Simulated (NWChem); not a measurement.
System: BiF2, doublet; SMILES [F][Bi][F]

The following NWChem deck was run.

```
start job
memory heap 200 mb stack 900 mb global 1100 mb
geometry units angstroms noautoz
  Bi     0.000000     0.000000     0.208515
  F     -1.515399     0.000000    -1.145351
  F      1.515399     0.000000    -1.145351
end
basis spherical
  Bi library def2-tzvpp
  F library def2-tzvpp
end
ecp
  Bi library def2-ecp
end
dft
  odft
  mult 2
  xc b3lyp
  iterations 150
  mulliken
end
task dft energy
```

Parts of the log:

```
             Northwest Computational Chemistry Package (NWChem) 7.3.0
             --------------------------------------------------------

 C2V symmetry detected

                             Geometry "geometry" -> ""
                             -------------------------

 Output coordinates in angstroms (scale by  1.889725989 to convert to a.u.)

  No.       Tag          Charge          X              Y              Z
 ---- ---------------- ---------- -------------- -------------- --------------
    1 Bi                  83.0000     0.00000000     0.00000000     0.24128305
    2 F                    9.0000    -1.51539900     0.00000000    -1.11258295
    3 F                    9.0000     1.51539900     0.00000000    -1.11258295

 Effective nuclear repulsion energy (a.u.)     403.1957640852

      Symmetry information
      --------------------

 Group name             C2v
 Group number             16
 Group order               4
 No. of unique centers     2

                                 NWChem DFT Module
                                 -----------------

 Summary of "ao basis" -> "ao basis" (spherical)
 ------------------------------------------------------------------------------
       Tag                 Description            Shells   Functions and Types
 ---------------- ------------------------------  ------  ---------------------
 Bi                        def2-tzvpp               16       50   6s5p3d2f
 F                         def2-tzvpp               11       31   5s3p2d1f

      Symmetry analysis of basis
      --------------------------

        a1         42
        a2         15
        b1         33
        b2         22

            General Information
            -------------------
          SCF calculation type: DFT
          Wavefunction type:  spin polarized.
          No. of atoms     :     3
          No. of electrons :    41
           Alpha electrons :    21
            Beta electrons :    20
          Charge           :     0
          Spin multiplicity:     2
          Use of symmetry is: on ; symmetry adaption is: on
          Maximum number of iterations: 150
          AO basis - number of functions:   112
                     number of shells:    38
          Convergence on energy requested:  1.00D-06
          Convergence on density requested:  1.00D-05
          Convergence on gradient requested:  5.00D-04

              XC Information
              --------------
                         B3LYP Method XC Potential
                     Hartree-Fock (Exact) Exchange  0.200
                        Slater Exchange Functional  0.800 local
                    Becke 1988 Exchange Functional  0.720 non-local
              Lee-Yang-Parr Correlation Functional  0.810
                  VWN I RPA Correlation Functional  0.190 local

             Grid Information
             ----------------
          Grid used for XC integration:  medium
          Radial quadrature: Mura-Knowles
          Angular quadrature: Lebedev.
          Tag              B.-S. Rad. Rad. Pts. Rad. Cut. Ang. Pts.
          ---              ---------- --------- --------- ---------
          Bi                  1.60      123           7.0       590
          F                   0.50       49           8.0       434
          Grid pruning is: on
          Number of quadrature shells:   172
          Spatial weights used:  Erf1

      Superposition of Atomic Density Guess
      -------------------------------------

 Sum of atomic energies:        -444.26081745

      Non-variational initial energy
      ------------------------------

 Total energy =    -412.120108
 1-e energy   =    -894.574501
 2-e energy   =     360.501881
 HOMO         =      -0.120151
 LUMO         =      -0.027618

   Symmetry analysis of molecular orbitals - initial alpha
   -------------------------------------------------------

  Numbering of irreducible representations:

     1 a1          2 a2          3 b1          4 b2

  Orbital symmetries:

     1 a1          2 b1          3 a1          4 b1          5 a1
     6 b2          7 a1          8 b1          9 a1         10 a2
    11 b2         12 a1         13 b1         14 a1         15 b1
    16 b2         17 a1         18 a2         19 b1         20 a1
    21 b2         22 b1         23 a1         24 b2         25 a1
    26 b1         27 a1         28 b2         29 a2         30 a1
    31 a1

   Symmetry analysis of molecular orbitals - initial beta
   ------------------------------------------------------

  Numbering of irreducible representations:

     1 a1          2 a2          3 b1          4 b2

  Orbital symmetries:

     1 a1          2 b1          3 a1          4 b1          5 a1
     6 b2          7 a1          8 b1          9 a1         10 a2
    11 b2         12 a1         13 b1         14 a1         15 b1
    16 b2         17 a1         18 a2         19 b1         20 a1
    21 b2         22 b1         23 a1         24 b2         25 a1
    26 b1         27 a1         28 b2         29 a2         30 a1
    31 a1

     ---------------------------------------------
      Total Density - Mulliken Population Analysis
     ---------------------------------------------

    Atom       Charge   Shell Charges
 -----------   ------   -------------------------------------------------------
    1 Bi  23    21.56   0.07 -0.62  1.80  0.78  1.11  0.86 -0.68  6.58  0.46  0.68  0.40  9.09  0.90  0.08  0.05  0.00
    2 F    9     9.72   0.77  1.20  0.62  1.02  0.34  2.40  2.37  0.99  0.00  0.00  0.00
    3 F    9     9.72   0.77  1.20  0.62  1.02  0.34  2.40  2.37  0.99  0.00  0.00  0.00

     --------------------------------------------
      Spin Density - Mulliken Population Analysis
     --------------------------------------------

    Atom       Charge   Shell Charges
 -----------   ------   -------------------------------------------------------
    1 Bi  23     0.98   0.00  0.00  0.00  0.00  0.00  0.00 -0.01  0.02  0.17  0.45  0.35  0.00 -0.00  0.00  0.00  0.00
    2 F    9     0.01   0.00  0.00  0.00  0.00  0.00  0.01  0.01 -0.01  0.00  0.00  0.00
    3 F    9     0.01   0.00  0.00  0.00  0.00  0.00  0.01  0.01 -0.01  0.00  0.00  0.00

   convergence    iter        energy       DeltaE   RMS-Dens  Diis-err
 ---------------- ----- ----------------- --------- --------- ---------
 d= 0,ls=0.0,diis     1   -414.3792648108 -5.36D+02  1.01D-02  3.32D-01
                                                     1.05D-02  3.31D-01
 d= 0,ls=0.0,diis     2   -413.5707014035  8.09D-01  5.47D-03  2.59D+00
                                                     6.31D-03  2.61D+00
 d= 0,ls=0.0,diis     3   -414.5295525501 -9.59D-01  5.98D-04  2.63D-03
                                                     6.37D-04  2.38D-03
 d= 0,ls=0.0,diis     4   -414.5302113781 -6.59D-04  2.63D-04  1.48D-03
                                                     2.49D-04  1.44D-03
 d= 0,ls=0.0,diis     5   -414.5306272612 -4.16D-04  4.25D-05  3.26D-05
                                                     3.40D-05  3.13D-05
  Resetting Diis
 d= 0,ls=0.0,diis     6   -414.5306376885 -1.04D-05  1.22D-05  2.88D-06
                                                     9.14D-06  1.99D-06
 d= 0,ls=0.0,diis     7   -414.5306385420 -8.54D-07  5.96D-06  1.25D-07
                                                     4.40D-06  1.06D-07

         Total DFT energy =     -414.530638541993
      One electron energy =     -895.908239192424
           Coulomb energy =      397.638544887239
    Exchange-Corr. energy =      -38.213455595724
 Nuclear repulsion energy =      121.952511358915

 Numeric. integr. density =       40.999986991395

                  Occupations of the irreducible representations
                  ----------------------------------------------

                     irrep           alpha         beta
                     --------     --------     --------
                     a1                9.0          9.0
                     a2                2.0          2.0
                     b1                6.0          6.0
                     b2                4.0          3.0

                    DFT Final Alpha Molecular Orbital Analysis
                    ------------------------------------------

 Vector   19  Occ=1.000000D+00  E=-3.802751D-01  Symmetry=b1
              MO Center= -9.5D-14, -1.7D-15, -1.1D+00, r^2= 2.8D+00
   Bfn.  Coefficient  Atom+Function         Bfn.  Coefficient  Atom+Function
  ----- ------------  ---------------      ----- ------------  ---------------
    56      0.308003  2 F  px                87      0.308003  3 F  px
    59      0.246393  2 F  px                90      0.246393  3 F  px
    58     -0.179491  2 F  pz                89      0.179491  3 F  pz
    62      0.178054  2 F  px                93      0.178054  3 F  px
    61     -0.142835  2 F  pz                92      0.142835  3 F  pz

 Vector   20  Occ=1.000000D+00  E=-3.718444D-01  Symmetry=a1
              MO Center=  3.0D-14,  9.8D-15, -7.4D-01, r^2= 3.2D+00
   Bfn.  Coefficient  Atom+Function         Bfn.  Coefficient  Atom+Function
  ----- ------------  ---------------      ----- ------------  ---------------
    58      0.323157  2 F  pz                89      0.323157  3 F  pz
     6     -0.275685  1 Bi s                 61      0.259179  2 F  pz
    92      0.259179  3 F  pz                 5     -0.239576  1 Bi s
     3      0.238098  1 Bi s                 64      0.190966  2 F  pz
    95      0.190966  3 F  pz                12      0.176461  1 Bi pz

[...]
```

Level: B3LYP/def2-TZVPP with def2 effective core potentials on Bi, spin-unrestricted. In the optimisation the excess spin sits in b2 (C2v, its own frame). Geometry: optimised at PBE0/def2-SVP, spin-unrestricted. The spin multiplicity was typed, not searched, and may not be the lowest. No stability test was run on the SCF state. def2 effective core potentials on Bi; no spin-orbit coupling.
